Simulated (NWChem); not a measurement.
System: ZnIF; SMILES [I][Zn][F]

Here is an NWChem input.

```
start job
memory heap 200 mb stack 900 mb global 1100 mb
geometry units angstroms noautosym nocenter noautoz
  Zn    -0.171559     1.123689     0.000000
  F     -0.421275     2.847997     0.000000
  I      0.174336    -1.260536     0.000000
end
basis spherical
  * library def2-svp
end
ecp
  I library def2-ecp
end
dft
  xc hfexch
  iterations 150
end
tddft
  nroots 8
  notriplet
end
task tddft energy
```

The geometry was optimised at PBE0/def2-SVP. def2 effective core potentials on I; no spin-orbit coupling.

Vertical excitations in the gas phase.

Q: Give the results of this calculation. (Hartree-Fock/def2-SVP with def2 effective core potentials on I, TDHF.) Quantities: lowest excitation, singlet (eV); oscillator strength of that lowest state; lowest state with f > 0.02, singlet (eV); oscillator strength of that bright state; orbital gap (eV).

A: 
```json
{
 "lowest excitation, singlet (eV)": "6.17",
 "oscillator_strength_of_that_lowest_state": "0.025",
 "lowest state with f > 0.02, singlet (eV)": "6.17",
 "oscillator_strength_of_that_bright_state": "0.025",
 "orbital gap (eV)": "11.56"
}
```
